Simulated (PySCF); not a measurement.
Settings: PySCF, density fitting, no solvent, no relativity; the PBE0-D3(BJ)/def2-SVP geometry of a molecule is the same in every run. Shieldings use GIAOs. All basis functions are spherical. Starting from PBE0/def2-TZVP, one thing was changed at a time: the basis to cc-pVTZ, the basis to 6-311+G(2d,p), the basis to aug-cc-pVDZ, the basis to 6-31G.

Changes against PBE0/def2-TZVP in 7 molecules:

```
              molecule     changed to  mean 1H shielding (ppm)  mean 13C shielding (ppm)  HOMO energy (eV)
        C#C[C@H](F)CCF        cc-pVTZ                    -0.18                      +1.3             +0.03
        C#C[C@H](F)CCF  6-311+G(2d,p)                     0.00                      +0.7             -0.04
        C#C[C@H](F)CCF    aug-cc-pVDZ                    -0.17                     +12.7             -0.02
        C#C[C@H](F)CCF          6-31G                    +1.01                     +17.4             +0.14
      N#CC(C#N)O[SiH3]        cc-pVTZ                    -0.03                      +2.0             +0.04
      N#CC(C#N)O[SiH3]  6-311+G(2d,p)                     0.00                      +0.7             -0.01
      N#CC(C#N)O[SiH3]    aug-cc-pVDZ                    -0.08                     +13.0             +0.06
      N#CC(C#N)O[SiH3]          6-31G                    +1.13                     +16.3             +0.36
      C[C@@]1(F)CC=C1F        cc-pVTZ                    -0.20                      +1.3             +0.04
      C[C@@]1(F)CC=C1F  6-311+G(2d,p)                    +0.01                      +1.0             -0.05
      C[C@@]1(F)CC=C1F    aug-cc-pVDZ                    -0.17                     +12.7             -0.02
      C[C@@]1(F)CC=C1F          6-31G                    +0.96                     +16.2             +0.08
C[C@@H](F)[C@@H]1C=C1F        cc-pVTZ                    -0.18                      +1.5             +0.04
C[C@@H](F)[C@@H]1C=C1F  6-311+G(2d,p)                    +0.03                      +0.7             -0.05
C[C@@H](F)[C@@H]1C=C1F    aug-cc-pVDZ                    -0.18                     +12.0             -0.02
C[C@@H](F)[C@@H]1C=C1F          6-31G                    +0.93                     +17.8             +0.06
          FC=C1CC(F)C1        cc-pVTZ                    -0.17                      +1.2             +0.04
          FC=C1CC(F)C1  6-311+G(2d,p)                    +0.03                      +0.7             -0.05
          FC=C1CC(F)C1    aug-cc-pVDZ                    -0.18                     +12.4             -0.02
          FC=C1CC(F)C1          6-31G                    +0.99                     +16.9             +0.13
     C=C[C@H](F)C(=C)F        cc-pVTZ                    -0.18                      +1.8             +0.04
     C=C[C@H](F)C(=C)F  6-311+G(2d,p)                    +0.03                      +1.4             -0.04
     C=C[C@H](F)C(=C)F    aug-cc-pVDZ                    -0.18                     +14.6             -0.02
     C=C[C@H](F)C(=C)F          6-31G                    +0.92                     +19.7             +0.14
 C=C[C@@]1(F)C[C@@H]1F        cc-pVTZ                    -0.18                      +1.3             +0.04
 C=C[C@@]1(F)C[C@@H]1F  6-311+G(2d,p)                    +0.05                      +0.6             -0.05
 C=C[C@@]1(F)C[C@@H]1F    aug-cc-pVDZ                    -0.16                     +12.4             -0.02
 C=C[C@@]1(F)C[C@@H]1F          6-31G                    +0.96                     +17.2             +0.13
```

For `C=C=CCC(F)F` the PBE0/def2-TZVP run gave mean 1H shielding 27.15 ppm, mean 13C shielding 78.0 ppm, HOMO energy -7.59 eV. The changed runs lost their labels:

```json
{"run": "A", "mean 1H shielding (ppm)": "26.97", "mean 13C shielding (ppm)": "79.5", "HOMO energy (eV)": "-7.56"}
{"run": "B", "mean 1H shielding (ppm)": "28.28", "mean 13C shielding (ppm)": "97.4", "HOMO energy (eV)": "-7.43"}
{"run": "C", "mean 1H shielding (ppm)": "26.97", "mean 13C shielding (ppm)": "92.2", "HOMO energy (eV)": "-7.59"}
{"run": "D", "mean 1H shielding (ppm)": "27.16", "mean 13C shielding (ppm)": "79.1", "HOMO energy (eV)": "-7.61"}
```

**Question.** Which run belongs to which change?

**Answer.** A: cc-pVTZ; B: 6-31G; C: aug-cc-pVDZ; D: 6-311+G(2d,p).

| run | change of mean 1H shielding (ppm), here / mean of the others | change of mean 13C shielding (ppm), here / mean of the others | change of HOMO energy (eV), here / mean of the others | next best match |
| --- | --- | --- | --- | --- |
| A | -0.18 / -0.16 | +1.5 / +1.5 | +0.03 / +0.04 | 6-311+G(2d,p) |
| B | +1.13 / +0.99 | +19.4 / +17.4 | +0.16 / +0.15 | aug-cc-pVDZ |
| C | -0.18 / -0.16 | +14.2 / +12.8 | 0.00 / -0.01 | cc-pVTZ |
| D | +0.01 / +0.02 | +1.1 / +0.8 | -0.02 / -0.04 | cc-pVTZ |

Each run is given to the change whose mean effect on the other molecules lies nearest, every quantity measured in units of its scatter between molecules.

**Question.** Would one quantity have been enough? Give each run to the change with the nearest mean effect on that quantity alone.

**Answer.** mean 13C shielding: 4 of 4 runs rightly; mean 1H shielding: 3 of 4 runs rightly; HOMO energy: 3 of 4 runs rightly.

Only sets that this rule tells apart clearly are shown.
